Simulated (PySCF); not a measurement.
C₃H₆FNSi, SMILES F[SiH2]N1C=CC1.

Geometry: B3LYP-D3(BJ)/def2-SVP. The structure was generated by enumeration, and PubChem lists no compound with its InChIKey, so it may never have been made. The values are those of a single conformer.

Two levels are set side by side: PBE/def2-TZVP (PySCF) and ωB97X/def2-TZVP (PySCF). Same geometry, gas phase. Differences are taken from unrounded values.

| quantity | ωB97X | PBE | PBE minus ωB97X |
|---|---|---|---|
| orbital gap (eV) | 11.04 | 4.50 | -6.54 |
| highest occupied level (eV) | -8.62 | -5.23 | 3.40 |
| lowest empty level (eV) | 2.42 | -0.72 | -3.14 |
| dipole moment (D) | 1.66 | 1.60 | -0.05 |
| mean polarisability (bohr³) | 64.7 | 68.4 | 3.7 |

PBE's occupied levels lie high since its potential decays too fast outside the molecule; exact exchange lowers them and widens the gap. PBE's more diffuse valence density responds more strongly to a field. Differences between two approximate levels are no errors against the true value.

Rough cost on one machine, each run with all the roots and properties that it gave: ωB97X against PBE within a factor of 2.
